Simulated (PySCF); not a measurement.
## C₆ coefficients of unlike pairs at UHF

Calculated with PySCF 2.14 from the dipole response of each species, C₆(A,B) = (3/π) ∫ α_A(iu) α_B(iu) du, in atomic units, from isotropic polarisabilities. For ions this is the dispersion term alone; charge-induced terms of lower order in 1/R come first.

| species | configuration | basis | relativity | α (bohr³) | C₆ (like pair) |
| --- | --- | --- | --- | --- | --- |
| Zr⁺ | [Kr] 4d2 5s1 (4F) | aug-cc-pVTZ-PP with one added diffuse shell each of s, p, d, f, g type with ECP28MDF (7s7p6d4f3g) | core potential | 78.63 | 718.1 |
| B⁺ | [He] 2s2 (1S) | aug-cc-pwCVQZ (9s8p6d4f2g) | none | 11.37 | 31.68 |
| W²⁺ | [Xe] 4f14 5d4 (5D) | aug-cc-pVQZ-PP with ECP60MDF (7s7p6d4f3g2h) | core potential | 12.27 | 72.22 |
| N | [He] 2s2 2p3 (4S) | aug-cc-pCVQZ-DK (9s8p6d4f2g) | spin-free X2C | 7.166 | 23.27 |

Estimate C₆ for W²⁺ with B⁺.

The integral gives 44.50. The combination rule 2 C_A C_B / (C_A α_B/α_A + C_B α_A/α_B) gives 45.26 and the geometric mean 47.83.

No spin-orbit coupling is included.

The other pairs:

```json
{"pair": "W²⁺, Zr⁺", "C₆": "191.5"}
{"pair": "N, B⁺", "C₆": "25.82"}
{"pair": "N, W²⁺", "C₆": "40.84"}
{"pair": "N, Zr⁺", "C₆": "111.1"}
{"pair": "B⁺, Zr⁺", "C₆": "144.3"}
```
